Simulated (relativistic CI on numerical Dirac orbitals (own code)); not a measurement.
**Calculated levels, Rb16+**

Method of calculation: Dirac-Coulomb-Breit CI, orbitals from a KLI potential per configuration, model QED (radiative potential, 1s self-energy scaled to tabulated hydrogen-like ionisation energies), unscaled Slater integrals (own radial code, finite nucleus).

Configuration list (outside the closed core [Ne]): 3s²3p⁶3d³, 3s²3p⁵3d⁴, 3s3p⁶3d⁴, 3s²3p⁶3d²4s, 3s²3p⁶3d²4p, 3s²3p⁶3d²4d, 3s²3p⁶3d²4f, 3s²3p⁵3d³4s, 3s²3p⁶3d4s4p, 3s²3p⁵3d³4p, 3s²3p⁶3d²5s, 3p⁶3d⁵, 3p⁵3d⁶, 3s²3p⁶3d4s², 3s²3p⁶4s²4p, 3s²3p⁶4s²4d, 3s²3p⁶4s²4f, 3s²3p⁶3d4p², 3s²3p⁶4s4p², 3s²3p⁶4p³, 3s²3p⁶4p²4d, 3s²3p⁶4p²4f. Double excitations out of closed p, d and f shells are left out; levels of such configurations are missing from the list, as are those of other unlisted configurations, and high levels can miss mixing partners. These lack a partner that the ground configuration has and come out too high: 3s²3p⁵3d³4s, 3s²3p⁵3d³4p.

The lowest level is 3s²3p⁶3d³ ⁴F3/2, with 96 % of that term; Hund's rules for 3s²3p⁶3d³ give ⁴F with J = 3/2, in agreement.

```
No.  Configuration  Term     J   E (eV)    %                jj configuration (%)
  1      3s²3p⁶3d³    ⁴F   3/2    0.000   96                        3d3/2^3 (51)
  2      3s²3p⁶3d³    ⁴F   5/2    0.860   98                  3d3/2^2 3d5/2 (83)
  3      3s²3p⁶3d³    ⁴F   7/2    1.820   98                  3d3/2 3d5/2^2 (68)
  4      3s²3p⁶3d³    ⁴F   9/2    2.781   94                  3d3/2 3d5/2^2 (51)
  5      3s²3p⁶3d³    ⁴P   3/2    6.038   71                  3d3/2^2 3d5/2 (64)
  6      3s²3p⁶3d³    ⁴P   1/2    6.231   88                  3d3/2^2 3d5/2 (84)
  7      3s²3p⁶3d³    ²G   7/2    7.135   97                  3d3/2 3d5/2^2 (53)
  8      3s²3p⁶3d³    ⁴P   5/2    7.547   96                  3d3/2 3d5/2^2 (65)
  9      3s²3p⁶3d³    ²G   9/2    7.564   60                  3d3/2^2 3d5/2 (72)
 10      3s²3p⁶3d³    ²D   3/2    8.866   55                  3d3/2 3d5/2^2 (80)
 11      3s²3p⁶3d³    ²P   1/2    9.461   88                  3d3/2 3d5/2^2 (84)
 12      3s²3p⁶3d³    ²H  11/2   10.198  100                 3d3/2 3d5/2^2 (100)
 13      3s²3p⁶3d³    ²H   9/2   10.314   65                        3d5/2^3 (48)
 14      3s²3p⁶3d³    ²D   5/2   10.705   95                  3d3/2 3d5/2^2 (58)
 15      3s²3p⁶3d³    ²P   3/2   11.703   59                        3d5/2^3 (86)
 16      3s²3p⁶3d³    ²F   7/2   14.982   99                  3d3/2 3d5/2^2 (79)
 17      3s²3p⁶3d³    ²F   5/2   15.268   97                  3d3/2 3d5/2^2 (49)
 18      3s²3p⁶3d³    ²D   5/2   23.082   97                        3d5/2^3 (44)
 19      3s²3p⁶3d³    ²D   3/2   23.334  100                  3d3/2 3d5/2^2 (87)
 20     3p⁵3d⁴(5D)   ⁶D°   7/2   97.394   86        3p3/2^3 3d3/2^2 3d5/2^2 (54)
 21     3p⁵3d⁴(5D)   ⁶D°   5/2   97.592   84          3p3/2^3 3d3/2^3 3d5/2 (41)
 22     3p⁵3d⁴(5D)   ⁶D°   9/2   97.611   89        3p3/2^3 3d3/2^2 3d5/2^2 (39)
 23     3p⁵3d⁴(5D)   ⁶D°   3/2   98.117   85        3p3/2^3 3d3/2^2 3d5/2^2 (38)
 24     3p⁵3d⁴(5D)   ⁶D°   1/2   98.828   91          3p3/2^3 3d3/2^3 3d5/2 (35)
 25     3p⁵3d⁴(5D)   ⁶F°  11/2  103.157   97          3p3/2^3 3d3/2 3d5/2^3 (39)
 26     3p⁵3d⁴(5D)   ⁶F°   9/2  104.809   80        3p3/2^3 3d3/2^2 3d5/2^2 (41)
 27     3p⁵3d⁴(5D)   ⁶F°   7/2  105.604   64        3p3/2^3 3d3/2^2 3d5/2^2 (48)
 28     3p⁵3d⁴(5D)   ⁶P°   3/2  105.739   49          3p3/2^3 3d3/2^3 3d5/2 (44)
 29     3p⁵3d⁴(5D)   ⁶F°   5/2  105.851   43        3p3/2^3 3d3/2^2 3d5/2^2 (50)
 30     3p⁵3d⁴(3F)   ⁴D°   1/2  106.267   67        3p3/2^3 3d3/2^2 3d5/2^2 (50)
 31     3p⁵3d⁴(5D)   ⁶P°   3/2  106.633   28          3p3/2^3 3d3/2 3d5/2^3 (26)
 32     3p⁵3d⁴(3F)   ⁴D°   7/2  106.962   57        3p3/2^3 3d3/2^2 3d5/2^2 (38)
 33     3p⁵3d⁴(3G)   ⁴F°   5/2  107.368   37        3p3/2^3 3d3/2^2 3d5/2^2 (43)
 34     3p⁵3d⁴(3G)   ⁴F°   3/2  107.907   55        3p3/2^3 3d3/2^2 3d5/2^2 (47)
 35     3p⁵3d⁴(3F)   ⁴F°   9/2  108.565   60          3p3/2^3 3d3/2^3 3d5/2 (55)
 36     3p⁵3d⁴(5D)   ⁶P°   5/2  109.125   45        3p3/2^3 3d3/2^2 3d5/2^2 (38)
 37     3p⁵3d⁴(3F)   ⁴F°   7/2  109.451   59          3p3/2^3 3d3/2^3 3d5/2 (37)
 38     3p⁵3d⁴(3P)   ⁴P°   3/2  109.506   41        3p3/2^3 3d3/2^2 3d5/2^2 (42)
 39     3p⁵3d⁴(3H)   ⁴H°  11/2  109.537   54        3p3/2^3 3d3/2^2 3d5/2^2 (85)
 40     3p⁵3d⁴(3H)   ⁴H°  13/2  109.948   69        3p3/2^3 3d3/2^2 3d5/2^2 (78)
 41     3p⁵3d⁴(5D)   ⁶F°   1/2  110.248   60  3p1/2 3p3/2^4 3d3/2^2 3d5/2^2 (26)
 42     3p⁵3d⁴(3F)   ⁴G°   9/2  110.253   41        3p3/2^3 3d3/2^2 3d5/2^2 (52)
 43     3p⁵3d⁴(3H)   ⁴H°   7/2  110.284   42        3p3/2^3 3d3/2^2 3d5/2^2 (44)
 44     3p⁵3d⁴(3F)   ⁴F°   5/2  110.286   42        3p3/2^3 3d3/2^2 3d5/2^2 (52)
 45     3p⁵3d⁴(3F)   ⁴G°  11/2  110.538   69          3p3/2^3 3d3/2^3 3d5/2 (52)
 46     3p⁵3d⁴(5D)   ⁶F°   3/2  111.166   36          3p3/2^3 3d3/2 3d5/2^3 (29)
 47     3p⁵3d⁴(3H)   ⁴I°  15/2  111.338   96        3p3/2^3 3d3/2^2 3d5/2^2 (59)
 48     3p⁵3d⁴(3P)   ⁴P°   5/2  111.405   48          3p3/2^3 3d3/2 3d5/2^3 (32)
 49     3p⁵3d⁴(3H)   ²G°   9/2  111.550   39        3p3/2^3 3d3/2^2 3d5/2^2 (72)
 50     3p⁵3d⁴(3F)   ⁴G°   7/2  111.978   56        3p3/2^3 3d3/2^2 3d5/2^2 (56)
 51     3p⁵3d⁴(3H)   ⁴G°   5/2  112.068   53        3p3/2^3 3d3/2^2 3d5/2^2 (42)
 52     3p⁵3d⁴(3P)   ⁴D°   7/2  112.488   54        3p3/2^3 3d3/2^2 3d5/2^2 (47)
 53     3p⁵3d⁴(3D)   ⁴P°   1/2  112.678   88        3p3/2^3 3d3/2^2 3d5/2^2 (35)
 54     3p⁵3d⁴(3P)   ²D°   3/2  112.695   36          3p3/2^3 3d3/2 3d5/2^3 (26)
 55     3p⁵3d⁴(3F)   ⁴G°   9/2  113.038   33        3p3/2^3 3d3/2^2 3d5/2^2 (70)
 56     3p⁵3d⁴(3D)   ⁴P°   3/2  113.584   49        3p3/2^3 3d3/2^2 3d5/2^2 (41)
 57     3p⁵3d⁴(3G)   ⁴G°  11/2  113.724   50          3p3/2^3 3d3/2 3d5/2^3 (52)
 58     3p⁵3d⁴(3H)   ⁴I°  13/2  113.927   57          3p3/2^3 3d3/2 3d5/2^3 (61)
 59     3p⁵3d⁴(3D)   ⁴P°   5/2  114.200   37        3p3/2^3 3d3/2^2 3d5/2^2 (29)
 60     3p⁵3d⁴(3P)   ⁴P°   1/2  114.219   53          3p3/2^3 3d3/2 3d5/2^3 (35)
 61     3p⁵3d⁴(3F)   ⁴F°   5/2  114.308   50        3p3/2^3 3d3/2^2 3d5/2^2 (34)
 62     3p⁵3d⁴(3F)   ⁴F°   3/2  114.319   25          3p3/2^3 3d3/2 3d5/2^3 (38)
 63     3p⁵3d⁴(5D)   ⁶P°   7/2  114.357   30  3p1/2 3p3/2^4 3d3/2^2 3d5/2^2 (30)
 64     3p⁵3d⁴(3P)   ⁴D°   7/2  114.931   40        3p3/2^3 3d3/2^2 3d5/2^2 (21)
 65     3p⁵3d⁴(3G)   ²H°   9/2  115.253   62          3p3/2^3 3d3/2 3d5/2^3 (50)
 66     3p⁵3d⁴(3G)   ⁴H°  13/2  115.399   90          3p3/2^3 3d3/2 3d5/2^3 (52)
 67     3p⁵3d⁴(3G)   ⁴H°  11/2  115.560   49        3p3/2^3 3d3/2^2 3d5/2^2 (75)
 68     3p⁵3d⁴(3P)   ⁴P°   5/2  115.821   38          3p3/2^3 3d3/2 3d5/2^3 (27)
 69     3p⁵3d⁴(3P)   ²D°   3/2  115.825   44        3p3/2^3 3d3/2^2 3d5/2^2 (40)
 70     3p⁵3d⁴(3H)   ⁴H°  11/2  115.955   27          3p3/2^3 3d3/2 3d5/2^3 (38)
```

Energies count from the lowest computed level; ° marks odd parity. Percentages are summed over parent terms; the parents shown are those of the largest component, closed shells are left out there. Filled j subshells are mostly left out of the jj labels.

The mean weight of the leading LS term, summed over parents, in these 70 levels is 64 %, and that of the leading jj configuration (from the same eigenvectors) 51 %, so LS coupling describes them better.

At this charge energies of transitions that change n are usually good to better than 1 %, and those within a shell (Δn = 0) to a few per cent. Terms inside the open d or f shell come out 10 to 20 % too wide with unscaled integrals.

Landé's interval rule says that E(J) − E(J−1) = AJ with one A. For the ground term the intervals give A = 2776.0, 2212.2, 1721.6 cm⁻¹ for J = 5/2, 7/2, 9/2; the multiplet is regular.

LS names give the leading component of a level, which can be under half, so a name can repeat, a term be missing and a line seem to break the LS rules.
